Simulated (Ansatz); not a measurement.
## One elementary step

Start structure (GeNH$_{6}$Br, closed shell), relaxed at PBE0-D4/def2-TZVP:

Ge1  (-0.397, 0.361, -1.466)
Br2  (1.658, 1.310, -0.947)
H3  (-0.261, -1.157, -1.375)
H4  (-1.449, 0.951, -0.529)
H5  (-0.657, 0.797, -2.918)
H6  (1.011, -1.057, 1.475)
N7  (0.142, -0.543, 1.563)
H8  (-0.427, -1.025, 2.248)
H9  (0.380, 0.363, 1.948)
(Å)

The step: GeH₃Br ([GeH3][Br]) + NH₃ → GeNH₅ ([NH2][GeH3]) + HBr (still joined by a long H–N bond); bonds formed: Ge1–N7, Br2–H6; bonds broken: Ge1–Br2; bonds weakened to dative contacts: H6–N7. Ansatz 0.2.0; basis: def2-TZVPP and def2-QZVPP; cores frozen in the correlated methods. Filled d shells of the heavier atoms are correlated. The def2 sets are not built for correlating such inner shells, so the correlated values are less sure here. Extrapolation: Hartree–Fock as exp(−7.88 √X), correlation as X^−2.97. Energies below are by CCSD(T) at an estimated basis limit (MP2 extrapolated from triple and quadruple zeta, plus CCSD(T) − MP2 in triple zeta).

Question: What are the electronic barrier and the energy of the step, from the start structure to the end structure? (Judge from chemistry; the value comes from the calculation.)

Answer: The calculation gives: Barrier 18.09 kcal/mol; step energy 13.85 kcal/mol (uphill); reverse barrier, their difference, 4.24 kcal/mol. Barrier and step energy count from the start structure, the reverse barrier from the end structure.

The saddle point: One imaginary mode of 188i cm⁻¹.
```
   pair  start (Å)  saddle (Å)  end (Å)
 Ge1–N7       3.21        2.12     1.94
 Br2–H6       3.45        2.59     1.89
Ge1–Br2       2.32        2.62     3.48
  H6–N7       1.01        1.02     1.13
```

Zero-point energy (harmonic, PBE0-D4): ZPE is 37.95 kcal/mol at the start and 39.41 kcal/mol at the saddle, so the barrier goes from 18.09 to 19.56 kcal/mol.

The T1 diagnostic stays at or below 0.010.

The step is the kind of exchange with an N–H group that builds nitride films in atomic layer and chemical vapour deposition.

Labels in which every atom is bracketed show which atoms are joined, not bond orders.

For scale, one of the runs: CCSD(T)/def2-TZVPP, 211 basis functions, launched by `ansatz run in.yaml --threads 4 --pin off --events-out ev --progress --plain --max-ram 9574MiB`. The run took 2.6 min on 4 CPU threads of an Arm Neoverse V1 (shared host), with 3 GiB of host memory at its peak.
